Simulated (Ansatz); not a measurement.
**Calibrating wB97M-V/def2-TZVPP on O-containing molecules**

The atomisation enthalpy at 298 K in kJ/mol of 7 O-containing molecules: x at wB97M-V/def2-TZVPP, y from tabulated heats of molecules and atoms (Active Thermochemical Tables, CRC Handbook of Chemistry and Physics). Shapes, held fixed at every level: PBE0-D4/def2-TZVP. Flexible molecules stand in one conformer, not always the lowest. Computed values hold a harmonic thermal term (PBE0-D4/def2-TZVP) and the atoms' spin-orbit lowering. Programs: Ansatz 0.2.0.

```
                      molecule  x (kJ/mol)  y (kJ/mol)
         HOI (hypoiodous acid)         615         635
                   H2O (water)         918         927
           N2O (nitrous oxide)        1116           ?
        CHFO (formyl fluoride)        1650        1646
              C2H2O (ethenone)        2178        2168
C2HF3O2 (trifluoroacetic acid)        3430        3420
              C3H3NO (oxazole)        3559        3542
```

Problem. Fit y = c + s·x to the known rows and predict y for N2O.

Solution. 
1. Means of the 6 rows: x = 2058.33, y = 2056.3.
2. Σ(Δx)² = 7698097, Σ(Δx·Δy) = 7620176, so the slope is 7620176/7698097 = 0.98988.
3. Intercept: 2056.3 − (0.98988) × 2058.33 = 18.8. The largest residual of the fit is 7.4.
4. N2O: 18.8 + 0.98988 × 1116 = 1124 kJ/mol.

The tabulated heats give 1112 kJ/mol, so the prediction is off by +12 kJ/mol, more than the largest residual. Uncorrected, wB97M-V/def2-TZVPP misses it by +4 kJ/mol, and the other rows by 12 on average. The line makes this one worse. Left out in turn, the other rows are missed by 7 kJ/mol on average. The heats of C2HF3O2 come from older tables and can be uncertain by 10 kJ/mol or more. The molecules' own spin-orbit binding is left out, so errors for heavy halides read too negative. For atoms past krypton def2 sets carry core potentials with scalar relativity.
